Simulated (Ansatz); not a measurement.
Mn₃⁺. The state is a multiplicity 9 with charge 1. Geometry PBE-D4/def2-TZVP; atoms count from 1.

```xyz
3

Mn   -0.715   -0.773   -1.223
Mn    1.066   -0.364    0.134
Mn   -0.352    1.137    1.089
```

The charge 1 multiplicity 9 is spin-contaminated (final ⟨S²⟩ up to 23.21, 20.00 for a pure state). At PBE0-D4/def2-TZVP a multiplicity 13 of charge 1 lies 0.59 eV below the multiplicity 9, each at its own geometry. The structure comes from a short search, and lower isomers may exist.

(1) Estimate the Mulliken populations from the PBE0/def2-TZVP orbitals of Ansatz.

(2) Where does the spin sit?

(3) And the Mayer bond orders between heavy atoms (over 0.3)?

## Answers

(1) 
```json
{"atom": "Mn1", "charge (e)": "0.46", "spin (α − β)": "5.67", "d electrons": "5.15"}
{"atom": "Mn2", "charge (e)": "0.08", "spin (α − β)": "-3.34", "d electrons": "5.92"}
{"atom": "Mn3", "charge (e)": "0.46", "spin (α − β)": "5.67", "d electrons": "5.15"}
```
Mulliken values depend strongly on the basis.

(2) Summed by element: Mn 8.00, of 8 unpaired in all. Largest on single atoms: Mn3 5.67, Mn1 5.67, Mn2 -3.34.

(3) Mn1–Mn2 1.06 (2.28 Å); Mn1–Mn3 0.38 (3.02 Å); Mn2–Mn3 1.06 (2.28 Å).
